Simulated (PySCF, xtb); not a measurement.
Zn(Br)(NMe2) (C₂H₆BrNZn), SMILES C[N]([Zn][Br])C. One conformer was computed; it need not be the lowest.

Harmonic wavenumbers (cm⁻¹) from GFN2-xTB (xtb) at its own minimum, in rising order: 5, 50, 182, 189, 229, 244, 284, 337, 473, 966, 1043, 1080, 1134, 1168, 1218, 1412, 1422, 1466, 1477, 1489, 1496, 2871, 2875, 2936, 2940, 2982, 2997.

Question: What does PBE-D3(BJ)/def2-SVP in PySCF give at its own minimum? (The exact figures need the calculation; the answer reports its results.)

Answer: 57, 71, 116, 222, 239, 240, 262, 351, 565, 983, 1051, 1073, 1110, 1217, 1238, 1378, 1390, 1391, 1408, 1432, 1451, 2850, 2856, 2903, 2913, 3023, 3023. Paired by order, the mean absolute difference is 34 cm⁻¹ and the zero-point energies are 50.0 and 49.8 kcal/mol.
